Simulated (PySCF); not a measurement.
Co(NH2)2: what the settings change

Co(NH2)2: Co(II) (d7), charge 0. The structure is a PBE0-D3(BJ)/def2-TZVP geometry optimised for multiplicity 4; coordination linear, point group D2h, metal–donor distances 1.82 Å.

```
7

Co    0.000    0.000    0.000
N     0.000    0.000    1.819
H    -0.820   -0.003    2.405
H     0.820    0.003    2.405
N     0.000    0.000   -1.819
H    -0.820   -0.003   -2.405
H     0.820    0.003   -2.405
```

Method (PySCF 2.14, density fitting): CASSCF(7,5) with orbitals averaged over all microstates of the shell, strongly contracted NEVPT2 on the averaged canonical orbitals; basis x2c-TZVPall on the metal, x2c-SVPall elsewhere; spin-free X2C; gas phase; spin-orbit coupling by state interaction with the mean-field operator over all roots.

Base run: NEVPT2 ground state 4B2g, next 4B3g at 138, then 4B1g at 2136 cm⁻¹, B(CASSCF) 1132, ζ 500 cm⁻¹, μeff(300 K) 5.90 μB.

(1) What happens with the basis x2c-TZVPall on all atoms?

(2) What happens with orbitals averaged over the highest spin alone?

No frequencies were computed for the optimised geometry. 4B3g (138 cm⁻¹) lies within 300 cm⁻¹ of 4B2g at NEVPT2 level, inside the method's error: their order is undecided, and g values and low-temperature moments can hang on it.

Answers

(1) NEVPT2 ground state 4B2g, next 4B3g at 125, then 4B1g at 2042 cm⁻¹, B(CASSCF) 1133, ζ 500 cm⁻¹, μeff(300 K) 5.92 μB. It took 4.5 s against 4.1 s on a shared host of the same kind.

(2) NEVPT2 ground state 4B2g, next 4B3g at 120, then 4B1g at 2014 cm⁻¹, B(CASSCF) 1147, ζ 504 cm⁻¹, μeff(300 K) 5.91 μB.
